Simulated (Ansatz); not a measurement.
Ansatz results at the PBE0-D4/def2-TZVP geometry: HOMO energy (PBE/def2-TZVPP) -5.40 eV; size of the dipole moment (B3LYP/def2-TZVPP) 1.72 D; size of the dipole moment (PBE/def2-TZVPP) 1.73 D.

Each molecule was computed in one conformer, which needn't be the lowest.

(1) Which molecule gave them?
A. `FB1CB1Cl`
B. `N[CH2][SnH3]`
C. `O=CC[SiH3]`
D. `CCB1CC1`

## Answers

(1) B. The others give `O=CC[SiH3]`: -6.12, 2.74, 2.61; `CCB1CC1`: -5.63, 0.61, 0.58; `FB1CB1Cl`: -6.13, 1.78, 1.85.

B3LYP here is the variant with VWN-RPA as its local correlation; programs differ in this.
